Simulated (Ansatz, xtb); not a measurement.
**Relative energy of two isomers of C5H4F3N**

Structure X is `FC(F)(F)C1=CN=CC1`, a singlet and structure Y is `FC(F)(F)C1=NCC=C1`, a singlet. Both are isolated molecules in the gas phase, relaxed with B3LYP-D3(BJ)/def2-SVP.

Quicker runs give these differences E(Y) − E(X): GFN2-xTB +1.32 kcal/mol; HF/STO-3G −0.68 kcal/mol (at GFN2-xTB geometries); r2SCAN-D4/def2-SVP +0.25 kcal/mol (at GFN2-xTB geometries).

Problem. Estimate E(Y) − E(X) at the level CCSD(T)/def2-SVP + ΔMP2/def2-TZVPP.

Solution. Too close to call at this level: CCSD(T)/def2-SVP + ΔMP2/def2-TZVPP gives E(Y) − E(X) = +0.06 kcal/mol.

The same difference at several levels:

| level | geometry | E(Y) − E(X) (kcal/mol) | departure from the last row (kcal/mol) | job, with rough time for the two |
| --- | --- | --- | --- | --- |
| GFN2-xTB | GFN2-xTB | +1.32 | +1.26 | optimisation, 0.13 s |
| HF/STO-3G | GFN2-xTB | −0.68 | −0.74 | single point, 0.44 s |
| r2SCAN-D4/def2-SVP | GFN2-xTB | +0.25 | +0.19 | single point, 4 s |
| B3LYP-D3(BJ)/def2-SVP | B3LYP-D3(BJ)/def2-SVP | +0.47 | +0.41 | optimisation, 28 s |
| HF/def2-SVP | B3LYP-D3(BJ)/def2-SVP | +0.93 | +0.87 | part of the CCSD(T) run |
| MP2/def2-SVP | B3LYP-D3(BJ)/def2-SVP | −0.10 | −0.16 | part of the CCSD(T) run |
| CCSD(T)/def2-SVP | B3LYP-D3(BJ)/def2-SVP | +0.43 | +0.37 | single point |
| CCSD(T)/def2-SVP + ΔMP2/def2-TZVPP | B3LYP-D3(BJ)/def2-SVP | +0.06 |  | single point, 2.1 min |

As drawn, both hold the same kinds of bond in the same numbers.

The largest departure from CCSD(T)/def2-SVP + ΔMP2/def2-TZVPP is that of GFN2-xTB, 1.26 kcal/mol. The last row adds to CCSD(T) the change of the MP2 difference between the two basis sets, here −0.37 kcal/mol.

With thermal terms from frequencies at re-optimised GFN2-xTB minima (ideal gas, soft modes damped towards free rotors, one conformer each, 298.15 K, 1 atm): the zero-point term adds +0.12 kcal/mol; ΔH is +0.17 and ΔG +0.11 kcal/mol.

The correlated steps freeze 9 core orbitals. Programs: Ansatz 0.2.0, xtb 6.7.1; the last row on 4 threads of Arm Neoverse V1 on a shared host.
